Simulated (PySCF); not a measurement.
Members of one series of related molecules.

All values: B3LYP/def2-SVPD (PySCF) at PBE0-D3(BJ)/def2-SVP geometries, gas phase, one conformer each. Core orbitals are frozen in the response; Δα² is half the sum of the squared differences of the principal polarisabilities.

(1) Rank by polarisability anisotropy Δα, highest first.
A. `[SiH3][N]([SiH3])[Zn][N]([SiH3])[SiH3]` (Zn(N(SiH3)2)2)
B. `C[C](C)(C)[Zn][C](C)(C)C` (Zn(tBu)2)
C. `C[CH](C)[Zn][CH](C)C` (Zn(iPr)2)
D. `[CH3][Zn][CH3]` (ZnMe2)
E. `CCC[CH2][Zn][CH2]CCC` (Zn(nBu)2)

(2) Rank by mean static polarisability, lowest first.
A. Zn(N(SiH3)2)2, `[SiH3][N]([SiH3])[Zn][N]([SiH3])[SiH3]`
B. Zn(tBu)2, `C[C](C)(C)[Zn][C](C)(C)C`
C. Zn(iPr)2, `C[CH](C)[Zn][CH](C)C`
D. ZnMe2, `[CH3][Zn][CH3]`
E. Zn(nBu)2, `CCC[CH2][Zn][CH2]CCC`

Answers

(1) E (9.82 Å³), B (7.13 Å³), C (6.66 Å³), A (5.33 Å³), D (4.23 Å³).

(2) D (7.86 Å³), C (15.55 Å³), E (19.25 Å³), B (19.61 Å³), A (21.81 Å³).

All values together:

```csv
SMILES,change,formula,μ (D),HOMO (eV),LUMO (eV),α (Å³),Δα (Å³),electrons,α per electron (Å³)
[CH3][Zn][CH3],parent,C2H6Zn,0.00,-6.96,-0.13,7.86,4.23,48,0.164
C[CH](C)[Zn][CH](C)C,ligand (both): Me to iPr,C6H14Zn,0.00,-5.96,-0.41,15.55,6.66,80,0.194
CCC[CH2][Zn][CH2]CCC,ligand (both): Me to nBu,C8H18Zn,0.14,-6.35,-0.34,19.25,9.82,96,0.200
C[C](C)(C)[Zn][C](C)(C)C,ligand (both): Me to tBu,C8H18Zn,0.00,-5.76,-0.32,19.61,7.13,96,0.204
[SiH3][N]([SiH3])[Zn][N]([SiH3])[SiH3],ligand (both): Me to N(SiH3)2,H12N2Si4Zn,0.00,-7.28,-1.54,21.81,5.33,112,0.195
```

Conformers: `CCC[CH2][Zn][CH2]CCC` (singlet state).

**Question.** Give the shifts from the parent, `[CH3][Zn][CH3]`.

**Answer.** 
```
                                SMILES  change in μ (D)  change in HOMO (eV)  change in LUMO (eV)  change in mean α (Å³)
                  C[CH](C)[Zn][CH](C)C             0.00                +1.00                -0.28                  +7.69
                  CCC[CH2][Zn][CH2]CCC            +0.14                +0.61                -0.21                 +11.39
              C[C](C)(C)[Zn][C](C)(C)C             0.00                +1.20                -0.19                 +11.75
[SiH3][N]([SiH3])[Zn][N]([SiH3])[SiH3]             0.00                -0.32                -1.41                 +13.95
```
